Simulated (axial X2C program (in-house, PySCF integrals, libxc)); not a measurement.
## Spin–orbit effects down a group: molecules with H (ions), CCSD(T)

Calculated with an in-house all-electron X2C program for linear molecules (integrals from PySCF), spin-free (one-electron X2C) or two-component (2c: spin–orbit coupling with atomic mean-field Coulomb and Gaunt terms, which also bring small scalar terms), in Dyall basis sets with cores contracted in-house; open shells are unrestricted.

Basis sets: Ag dyall-acv3z, Au dyall-acv3z, Cu dyall-acv3z, H dyall-av3z. Frozen shells (counts by l): CuH⁻ Cu 3s2p, H none, 13 electrons correlated; AgH⁻ Ag 4s3p1d, H none, 13 electrons correlated; AuH⁻ Au 5s4p2d1f, H none, 13 electrons correlated. Coupled cluster in natural virtuals with an MP2 remainder. Where the outer core of a metal is frozen, bonds come out longer and ionisation energies lower.

```csv
molecule,spin-free state,Re (Å),ωe (cm⁻¹),De (eV),2c state,Re 2c (Å),ωe 2c (cm⁻¹),De 2c (eV)
CuH⁻,"M_S = 1/2, Λ = 0",1.530,1608.9,n/a,Ω = 1/2,1.530,1606.3,n/a
AgH⁻,"M_S = 1/2, Λ = 0",1.714,1389.3,1.59,Ω = 1/2,1.713,1388.0,1.59
AuH⁻,"M_S = 1/2, Λ = 0",1.634,1727.9,1.55,Ω = 1/2,1.628,1743.1,1.59
```

Fragments in 2c: Cu- + H, Ag- + H, Au- + H. Each entry is the lowest single determinant of a limited PBE0 search at one distance. De goes to single-determinant-based atoms at the same level (for ions the charge split of lowest energy) and is withheld (n/a) where an atom does not fit its ground term or J level. Main or longest-lived isotopes. One determinant is a doubtful description, or other states lie close, for CuH⁻; these need not be ground states, and all values refer to the states named.
